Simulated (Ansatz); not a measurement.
Molecule: sum formula H$_{4}$BN$_{2}$O, charge 0, multiplicity 2. It need not be the lowest isomer of its formula. 
Coordinates optimised at B3LYP-D3(BJ)/def2-TZVP (Ansatz, a quantum-chemistry and plane-wave program):
```xyz
8

N      1.3412    -0.6311     0.0398
B      0.0271     0.0041     0.0042
N     -1.1715    -0.7220     0.1589
O     -0.0551     1.3534    -0.2691
H      1.5759    -1.0922     0.9198
H     -2.0629    -0.3170    -0.0731
H     -1.2010    -1.7076     0.3466
H      0.8057     1.7413    -0.4526
```
Charge 0, spin multiplicity 2.

Atomisation energy built up term by term with Ansatz (kcal/mol; UHF references for open shells; valence terms freeze the core; atomic spin-orbit terms are left out). CBS(X,Y): correlation extrapolated as X^-3; Hartree-Fock from the larger set.

```
term                                            basis  kcal/mol
-----------------------  ----------------------------  --------
Hartree-Fock                              aug-cc-pVQZ       ___
CCSD correlation         CBS(aug-cc-pVTZ,aug-cc-pVQZ)       ___
(T)                      CBS(aug-cc-pVTZ,aug-cc-pVQZ)     13.25
core correlation                            cc-pwCVTZ      3.10
scalar relativity (X2C)    cc-pVTZ-DK against cc-pVTZ     -0.83
sum: De                                                     ___
```

Problem. Complete the blanks.

Solution. 
- Hartree-Fock, kcal/mol: 505.21
- CCSD correlation, kcal/mol: 207.44
- sum: De, kcal/mol: 728.2
